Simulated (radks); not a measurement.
Values are calculated unless marked as measured or tabulated.
Charge is removed step by step from the 5s down level of the gold ion Au+, starting from [Kr] 4d10 4f14 5s(up 1, down 1) 5p6 5d10. Level of theory: scalar-relativistic Kohn-Sham, r2SCAN, spin-polarised, spherical densities, finite nucleus; meta-GGA in the generalised Kohn-Sham scheme; Fermi nuclear charge, rms radius 5.4371 fm (a radial shooting solver on a logarithmic mesh with Libxc functionals).

[
 {"removed (e)": "0", "E - E(0) (eV)": "0.000", "eigenvalue (eV)": "-118.92", "E minus straight line (eV)": "0.000"},
 {"removed (e)": "0.1", "E - E(0) (eV)": "11.951", "eigenvalue (eV)": "-120.32", "E minus straight line (eV)": "-0.653"},
 {"removed (e)": "0.2", "E - E(0) (eV)": "24.042", "eigenvalue (eV)": "-121.73", "E minus straight line (eV)": "-1.166"},
 {"removed (e)": "0.3", "E - E(0) (eV)": "36.275", "eigenvalue (eV)": "-123.16", "E minus straight line (eV)": "-1.537"},
 {"removed (e)": "0.4", "E - E(0) (eV)": "48.652", "eigenvalue (eV)": "-124.61", "E minus straight line (eV)": "-1.764"},
 {"removed (e)": "0.5", "E - E(0) (eV)": "61.176", "eigenvalue (eV)": "-126.08", "E minus straight line (eV)": "-1.845"},
 {"removed (e)": "0.6", "E - E(0) (eV)": "73.846", "eigenvalue (eV)": "-127.57", "E minus straight line (eV)": "-1.778"},
 {"removed (e)": "0.7", "E - E(0) (eV)": "86.667", "eigenvalue (eV)": "-129.07", "E minus straight line (eV)": "-1.562"},
 {"removed (e)": "0.8", "E - E(0) (eV)": "99.638", "eigenvalue (eV)": "-130.59", "E minus straight line (eV)": "-1.195"},
 {"removed (e)": "0.9", "E - E(0) (eV)": "112.76", "eigenvalue (eV)": "-132.13", "E minus straight line (eV)": "-0.674"},
 {"removed (e)": "1", "E - E(0) (eV)": "126.04", "eigenvalue (eV)": "-133.68", "E minus straight line (eV)": "0.000"}
]

Removing the whole electron costs 126.04 eV by Delta-SCF, against 118.92 eV from minus the eigenvalue at the starting occupation. Slater's transition state (half an electron removed) gives 126.08 eV. Integrating minus the eigenvalue over the occupation (Janak's theorem) gives 126.15 eV. In this scalar-relativistic scheme the density is built from large components alone, so the theorem holds only approximately. The mean slope of the eigenvalue, de/dn, is 14.8 eV per electron.
